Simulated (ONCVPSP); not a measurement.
**What one change does to a pseudopotential (Si (Z = 14), ONCV)**

* Element: silicon
* Generator: ONCVPSP 4.0.1
* Type: optimised norm-conserving Vanderbilt (ONCV)
* Functional: Wu-Cohen
* Relativity: scalar-relativistic
* Frozen core: [Ne]
* Valence charge: 4
* Reference configuration: 3s2 3p1.5 (charge +0.5)
* Partial waves: 3s: rc 1.65 bohr, ncon 4, nbas 8, qcut 4.4 1/bohr, 2 projectors, debl 1.6 Ha; 3p: rc 1.85 bohr, ncon 3, nbas 8, qcut 4.6 1/bohr, 2 projectors, debl 3.1 Ha; d scattering state at 0.16 Ha: rc 1.40 bohr, ncon 5, nbas 9, qcut 6.5 1/bohr, 2 projectors, debl 3.2 Ha
* Local potential: polynomial inside 1.25 bohr (lpopt 5, dvloc0 -1 Ha)
* Core correction: Teter function, fcfact 3.25, rcfact 1.65

All-electron outer shells of the reference configuration (Wu-Cohen, scalar-relativistic, ld1.x):

| shell | level (eV) | outermost node (bohr) | outermost maximum (bohr) |
| --- | --- | --- | --- |
| 2s | -143.67 | 0.15 | 0.45 |
| 2p | -100.00 | – | 0.39 |
| 3s | -14.70 | 0.72 | 1.77 |
| 3p | -7.65 | 0.72 | 2.09 |

Change: core correction Teter function fitted to the true core (icmod 2), fcfact 0.5.

Cutoffs: the cutoffs (Ha) at which the residual kinetic energy of the hardest occupied pseudo-wave falls to 1 and 0.1 mHa per electron; they do not see the model core or the augmentation charge, which bear on the density cutoff. Errors are all-electron minus pseudo energies relative to the spin-unpolarised reference configuration.

**Question.** What does the change do?

**Answer.** The potential gets neither clearly harder nor softer (8.1 Ha and 11 Ha → 8.1 Ha and 11 Ha); of the 4 tests that both files solve, the error grows in 1 and shrinks in 3 by more than 15 % and 0.3 meV (median size 2.3 → 0.7 meV); neither file shows a bound ghost. A model core, the more so a compact one, raises the density cutoff, which this test does not measure.

```tsv
quantity	base	changed
cutoff, loose	8.1 Ha	8.1 Ha
cutoff, tight	11 Ha	11 Ha
bound ghosts	none	none
GHOST(+) flags under 300 eV	s at 82.7 eV	s at 82.7 eV
error for 3s2 3p2, meV [ΔE -2.91 eV]	+0.7	+0.3
error for 3s2 3p1, meV [ΔE 4.81 eV]	+0.7	+0.3
error for 3s2 3p0, meV [ΔE 20.80 eV]	+3.9	+8.1
error for 3s1 3p2, meV [ΔE 12.23 eV]	-10	-1.1
s: phases at 1.67 bohr within 0.05 rad from the reference energy up to (Ha; the scan ends near 5)	2.9	2.9
p: phases at 1.88 bohr within 0.05 rad from the reference energy up to (Ha; the scan ends near 5)	3.9	3.9
d: phases at 1.43 bohr within 0.05 rad from the reference energy up to (Ha; the scan ends near 5)	to the end of the scan	to the end of the scan
rms error of d²Exc/dni dnj with the model core, mHa	2.68	0.28
```

Base: The cutoffs count occupied waves only; projector 2 of the d channel, the hardest unoccupied one, needs 34 Ha at the loose tolerance. Changed file: The cutoffs count occupied waves only; projector 2 of the d channel, the hardest unoccupied one, needs 34 Ha at the loose tolerance.
